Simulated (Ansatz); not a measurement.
`CO[SiH](O)[GaH2]` → C• + Ga• + 7 H• + 2 O• + Si•  (atomization)

Program: Ansatz. Geometries: PBE0-D4/def2-TZVP. ΔE: electronic, gas phase. CCSD(T)/CBS is the MP2 limit (def2-TZVPP, def2-QZVPP) plus CCSD(T) − MP2 in def2-TZVPP, frozen cores. This one scheme is used for every species, atoms too. DFT in def2-TZVPP. B3LYP here is the variant with VWN-RPA as its local correlation; programs differ in this. No spin–orbit coupling; open shells (•) take unrestricted orbitals. Spin–orbit coupling would lower the free atoms: a little for C, O, Si; clearly for Ga. Bonds to Ga are less sure, by a few kJ/mol each and by 10 to 20 or more in all where they break to atoms, as the def2 sets lack core-valence functions. Scalar relativity is left out up to krypton. Each species was taken in one conformer, which may not be the lowest.

Task: What is ΔE at CCSD(T)/CBS? (Estimate.)

Result: The calculation gave: +4089.6 kJ/mol.

Task: What do these levels give: B3LYP-D4, r2SCANh-D4, CAM-B3LYP-D4, PBE-QIDH, PBE0, B3LYP, r2SCAN0, CAM-B3LYP, LC-ωPBE, HF/def2-TZVPP, SCS-MP2/def2-TZVPP, CCSD/def2-TZVPP? (An estimate is asked.)

Result: Ansatz gave: B3LYP-D4 4051.7, r2SCANh-D4 4050.1, CAM-B3LYP-D4 4086.9, PBE-QIDH 4027.2, PBE0 4010.7, B3LYP 4009.6, r2SCAN0 4003.4, CAM-B3LYP 4063.9, LC-ωPBE 4051.1, HF/def2-TZVPP 2938.2, SCS-MP2/def2-TZVPP 4029.2, CCSD/def2-TZVPP 3931.8 kJ/mol.

Largest T1 diagnostic among the species: 0.013.

From PBE to PBE0 (25 % exact exchange), in def2-TZVPP and without D4, ΔE moves by −60.8 kJ/mol: exact exchange takes away binding that semilocal exchange gives to molecules. The D4 term adds +42.1 kJ/mol with B3LYP and +22.3 kJ/mol with PBE0; it sums over pairs of atoms, weighted by their polarisabilities, and B3LYP, whose exchange is more repulsive, gets the larger term. In def2-TZVPP, CCSD(T) changes the Hartree–Fock value by +1047.5 kJ/mol (the triples alone add +54.0 kJ/mol) and MP2 by +1102.1 kJ/mol; breaking electron pairs costs correlation energy, which Hartree–Fock lacks.

For atomizations the MP2-based limit and the directly extrapolated one differ by several kJ/mol either way, and by 10 to 25 for some Ge, Se and Sn compounds, so smaller differences from it don't rank the levels.
